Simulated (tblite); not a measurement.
Isomers of [C9H12N]+ (charge +1). Level: GFN2-xTB in tblite, geometry and Hessian alike; calculated harmonic values, unscaled, isolated species. This tight-binding method is rough: wavenumbers can miss measured ones by several per cent, in bad cases by 10 to 20. One conformer each.

Electronic energies: GFN2-xTB at the same geometries; isomer energies are rough at this level and their order can be wrong.

```tsv
SMILES	electronic energy, lowest = 0 (kJ/mol)
CN(C)[c+]1cccccc1	0.0
C#CC=C=C=C[N+](C)(C)C	325.0
[CH2+]c1cccc(N(C)C)c1	80.3
```

How do GFN2-xTB zero-point energies change the relative energies?

```csv
SMILES,ZPE (kJ/mol),of it from modes above 1550 cm⁻¹,electronic (kJ/mol),"with ZPE, lowest = 0 (kJ/mol)",lowest mode (cm⁻¹),rings
CN(C)[c+]1cccccc1,487.1,237.8,0.0,0.0,40,1
[CH2+]c1cccc(N(C)C)c1,478.6,219.6,80.3,71.8,9,1
C#CC=C=C=C[N+](C)(C)C,473.2,256.9,325.0,311.1,18,0
```

The zero-point energies span 13.9 kJ/mol, from `C#CC=C=C=C[N+](C)(C)C` to `CN(C)[c+]1cccccc1`. The order is unchanged.
